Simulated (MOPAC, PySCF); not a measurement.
C2H5Br, SMILES `CCBr`, neutral singlet in the gas phase. 

Cartesian coordinates (Å):
```xyz
8

C     -0.8051     0.1192    -0.0234
C      0.6512    -0.2315     0.1714
Br     1.8108     0.7485    -1.0949
H     -0.9808     1.1822     0.1393
H     -1.4102    -0.4426     0.6943
H     -1.1419    -0.1355    -1.0280
H      0.8572    -1.2813    -0.0151
H      1.0188     0.0411     1.1563
```
Charge 0, spin multiplicity 1.

All levels are single points at this geometry (B3LYP-D3(BJ)/def2-TZVP); Pople sets use spherical d functions. Orbital energies aren't observables, and empty levels follow the basis.

AM1 in MOPAC gives gap (eV) = 11.36.

Problem. Estimate the gap (eV) from each of these levels: B3LYP-D3(BJ)/def2-TZVP in PySCF; B3LYP/3-21G in PySCF; B3LYP/6-31G* in PySCF; M06-2X/6-31G* in PySCF; SVWN5/6-31G* in PySCF; HF/3-21G in PySCF; HF/6-31G* in PySCF; PM3 in MOPAC.

Solution. 
| level | gap (eV) |
|---|---|
| B3LYP-D3(BJ)/def2-TZVP in PySCF | 7.28 |
| B3LYP/3-21G in PySCF | 7.44 |
| B3LYP/6-31G* in PySCF | 7.39 |
| M06-2X/6-31G* in PySCF | 10.11 |
| SVWN5/6-31G* in PySCF | 5.46 |
| HF/3-21G in PySCF | 15.07 |
| HF/6-31G* in PySCF | 14.89 |
| PM3 in MOPAC | 10.66 |
